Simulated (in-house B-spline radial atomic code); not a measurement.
Ionisation energies along the 33-electron series, configuration [Ar] 3d10 4s2 4p3, as differences of self-consistent energies. NIST's values go from ground level to ground level; the uncertainty of those that are theory runs from under 0.1 % in few-electron ions to several per cent in heavy many-electron ones. Computed with an all-electron radial atomic-structure program (B-spline basis): non-relativistic Hartree-Fock, average of the configuration, point nuclei.

This level leaves out relativity, spin-orbit splitting included, which matters for heavy ions.

```json
{"ion": "As", "configuration after": "[Ar] 3d10 4s2 4p2", "ionisation energy (eV)": "8.39", "IE/(q+1)² (eV)": "8.3908", "-ε less Coulomb ΔSCF (eV)": "0.59267", "tabulated value (eV)": "9.78855", "tabulated kind": "measured", "computed minus tabulated (eV)": "-1.40"}
{"ion": "Se+", "configuration after": "[Ar] 3d10 4s2 4p2", "ionisation energy (eV)": "?", "IE/(q+1)² (eV)": "?", "-ε less Coulomb ΔSCF (eV)": "?", "tabulated value (eV)": "?", "tabulated kind": "measured", "computed minus tabulated (eV)": "?"}
{"ion": "Br2+", "configuration after": "[Ar] 3d10 4s2 4p2", "ionisation energy (eV)": "33.05", "IE/(q+1)² (eV)": "3.6727", "-ε less Coulomb ΔSCF (eV)": "0.4776", "tabulated value (eV)": "34.871", "tabulated kind": "measured", "computed minus tabulated (eV)": "-1.82"}
{"ion": "Kr3+", "configuration after": "[Ar] 3d10 4s2 4p2", "ionisation energy (eV)": "48.76", "IE/(q+1)² (eV)": "3.0474", "-ε less Coulomb ΔSCF (eV)": "0.45196", "tabulated value (eV)": "50.85", "tabulated kind": "measured", "computed minus tabulated (eV)": "-2.09"}
{"ion": "Rb4+", "configuration after": "[Ar] 3d10 4s2 4p2", "ionisation energy (eV)": "66.51", "IE/(q+1)² (eV)": "2.6603", "-ε less Coulomb ΔSCF (eV)": "0.43506", "tabulated value (eV)": "68.44", "tabulated kind": "tabulated theory", "computed minus tabulated (eV)": "-1.93"}
{"ion": "Sr5+", "configuration after": "[Ar] 3d10 4s2 4p2", "ionisation energy (eV)": "?", "IE/(q+1)² (eV)": "?", "-ε less Coulomb ΔSCF (eV)": "?", "tabulated value (eV)": "?", "tabulated kind": "tabulated theory", "computed minus tabulated (eV)": "?"}
{"ion": "Zr7+", "configuration after": "[Ar] 3d10 4s2 4p2", "ionisation energy (eV)": "131.33", "IE/(q+1)² (eV)": "2.0521", "-ε less Coulomb ΔSCF (eV)": "0.41022", "tabulated value (eV)": "133.7", "tabulated kind": "semi-empirical", "computed minus tabulated (eV)": "-2.37"}
{"ion": "Nb8+", "configuration after": "[Ar] 3d10 4s2 4p2", "ionisation energy (eV)": "156.67", "IE/(q+1)² (eV)": "1.9342", "-ε less Coulomb ΔSCF (eV)": "0.40648", "tabulated value (eV)": "159.2", "tabulated kind": "semi-empirical", "computed minus tabulated (eV)": "-2.53"}
{"ion": "Mo9+", "configuration after": "[Ar] 3d10 4s2 4p2", "ionisation energy (eV)": "183.82", "IE/(q+1)² (eV)": "1.8382", "-ε less Coulomb ΔSCF (eV)": "0.40398", "tabulated value (eV)": "186.3", "tabulated kind": "semi-empirical", "computed minus tabulated (eV)": "-2.48"}
```

Fill in the row of Se+.

ionisation energy (eV): 19.52; IE/(q+1)² (eV): 4.8804; -ε less Coulomb ΔSCF (eV): 0.51868; tabulated value (eV): 21.196; computed minus tabulated (eV): -1.67.

Fill in the row of Sr5+.

ionisation energy (eV): 86.22; IE/(q+1)² (eV): 2.395; -ε less Coulomb ΔSCF (eV): 0.42358; tabulated value (eV): 88; computed minus tabulated (eV): -1.78.

How far is this level of theory from the measured and semi-empirical values?

Over those 7 rows the differences run from -2.53 to -1.4 eV (mean absolute value 2.1 eV). The calculation leaves out relativity, correlation and, in open shells, the multiplet splittings that an average leaves out.
